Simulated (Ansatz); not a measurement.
`CC1(I)CO1` + NH₃ → `CC1(N)CO1` + HI at 600 K and 1 bar (substitution at a C–I bond).

Isolated molecules relaxed with PBE0-D4/def2-TZVP in Ansatz; ΔE leaves out vibrations. CBS: MP2 limit from def2 TZ/QZ plus the TZ coupled-cluster correction, frozen cores. This one scheme is used for every species. Elements past krypton have def2 core potentials. For I outer-core shells are correlated without core-valence functions, which leaves a few kJ/mol of doubt a bond. Each species was taken in one conformer, which may not be the lowest.

| species | CCSD(T)/CBS energy (Eh) | H − E (kJ/mol) | S (J/(mol·K)) |
| --- | --- | --- | --- |
| `CC1(I)CO1` | -489.73464 | 250.2 | 406.2 |
| NH₃ | -56.50880 | 112.4 | 219.5 |
| `CC1(N)CO1` | -248.20697 | 325.5 | 389.5 |
| HI | -298.03592 | 31.6 | 227.0 |

H − E and S are ideal-gas, rigid-rotor, harmonic terms from PBE0-D4/def2-TZVP, for one conformer and one mirror image of each species. 1 Eh = 2625.50 kJ/mol, R = 8.31446 J/(mol·K).

**Question.** By hand: ΔE, ΔH, ΔS and ΔG.

**Answer.** ΔE = (-248.20697) + (-298.03592) − (-489.73464) − (-56.50880) = 0.00055 Eh = 1.4 kJ/mol. Δ(H − E) = 325.5 + 31.6 − 250.2 − 112.4 = -5.5, so ΔH = -4.1 kJ/mol. ΔS = 389.5 + 227.0 − 406.2 − 219.5 = -9.2 J/(mol·K). ΔG = -4.1 − 600 × (-9.2)/1000 = 1.4 kJ/mol.

**Question.** By hand: the equilibrium constant, and the temperature at which ΔG would vanish if ΔH and ΔS stayed fixed.

**Answer.** log₁₀ K = −ΔG/(RT ln 10) = -0.1. ΔG = 0 at ΔH/ΔS = 446 K, though so small a ΔH makes that figure unsure.

TΔS isn't small against ΔH here. The sign of ΔG lies within the doubt. A doubt of 5 kJ/mol in ΔE shifts log₁₀ K by 0.4 here. Other conformers and mirror images would add mixing entropy, several J/(mol·K) or more a flexible species. These are equilibria of isolated gas molecules and say nothing of rates. Largest T1 diagnostic: 0.011 (customary marks: 0.02 for closed shells, 0.045 for open ones).
